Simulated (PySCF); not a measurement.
dihydroxy(hydroxysilyl)silane (H₆O₃Si₂), SMILES O[SiH2][SiH](O)O. Atoms are numbered in the order given.

```xyz
11

O      1.0891     1.6290     0.5656
Si     1.3544     0.3193    -0.4721
Si    -0.5892    -0.8489     0.0508
O     -1.0558    -0.1206     1.4737
O     -1.6451    -0.6016    -1.2168
H      1.7345     2.3430     0.5777
H      1.4788     0.7696    -1.8913
H      2.6252    -0.3889    -0.1198
H     -0.4810    -2.3071     0.3298
H     -0.6641     0.7605     1.5697
H     -2.5114    -1.0174    -1.1478
```
Charge 0, spin multiplicity 1.

The structure is a stationary point at ωB97X-D3(BJ)/def2-SVP. Other conformers were not sampled.

Two levels are set side by side: PBE/pcSseg-1 (PySCF) and PBE0/pcSseg-1 (PySCF). GIAO shifts against H2O (¹⁷O), TMS (²⁹Si), TMS (¹H) at the same level; non-relativistic, no solvent, atoms listed together averaged. Differences are taken from unrounded values.

```csv
quantity,PBE0
δ(¹⁷O) of O1 (ppm),-11.3
δ(²⁹Si) of Si2 (ppm),-25.3
δ(²⁹Si) of Si3 (ppm),-11.7
δ(¹H) of H6 (ppm),0.68
δ(¹H) of H9 (ppm),5.43
```

**Question.** What does PBE give, and how far is it from PBE0? (The exact figures need the calculation; the answer reports its results.)

**Answer.** 
```json
[
 {"quantity": "δ(¹⁷O) of O1 (ppm)", "PBE": "-6.3", "PBE minus PBE0": "5.0"},
 {"quantity": "δ(²⁹Si) of Si2 (ppm)", "PBE": "-26.8", "PBE minus PBE0": "-1.5"},
 {"quantity": "δ(²⁹Si) of Si3 (ppm)", "PBE": "-12.2", "PBE minus PBE0": "-0.5"},
 {"quantity": "δ(¹H) of H6 (ppm)", "PBE": "0.41", "PBE minus PBE0": "-0.28"},
 {"quantity": "δ(¹H) of H9 (ppm)", "PBE": "5.75", "PBE minus PBE0": "0.31"}
]
```

Rough cost on one machine, each run with all the roots and properties that it gave: PBE0 against PBE within a factor of 2.
